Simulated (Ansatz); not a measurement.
System: C$_{2}$H$_{5}$Br$_{2}$Si, net charge 0, doublet state. It need not be the lowest isomer of its formula. 
Structure (B3LYP-D3(BJ)/def2-TZVP (Ansatz, a first-principles code) minimum search):
SMILES: [CH2][Si](C)(Br)Br
```xyz
10

Si    -0.0584    -0.7275     0.1078
C     -1.6486    -1.5902     0.3378
C      1.4189    -1.8477     0.1685
Br     0.1392     0.8375     1.7024
Br    -0.1008     0.3273    -1.8712
H     -2.5956    -1.0649     0.3264
H     -1.7063    -2.6615     0.4946
H      1.3497    -2.6006    -0.6189
H      1.4676    -2.3499     1.1365
H      2.3372    -1.2786     0.0256
```
Charge 0, spin multiplicity 2.

Parts of the frozen-core correlation energy in 6-31G (Ansatz, hartree). Frozen orbitals: 35; correlated occupied orbitals by spin: 16 and 15; virtual: 48 and 49. UHF or UKS for open shells. Spin-orbit coupling is left out. Non-relativistic.

```json
[
 {"term": "reference (HF)", "value": "-5511.65191"},
 {"term": "MP2 opposite-spin", "value": "[?]"},
 {"term": "MP2 same-spin", "value": "[?]"},
 {"term": "CCSD correlation", "value": "-0.33202"},
 {"term": "(T)", "value": "[?]"},
 {"term": "T1 diagnostic", "value": "0.010"},
 {"term": "largest doubles amplitude", "value": "0.030"},
 {"term": "<S^2> of the reference", "value": "0.761"}
]
```

Complete the blanks.


- MP2 opposite-spin, value: -0.22391
- MP2 same-spin, value: -0.06291
- (T), value: -0.00765
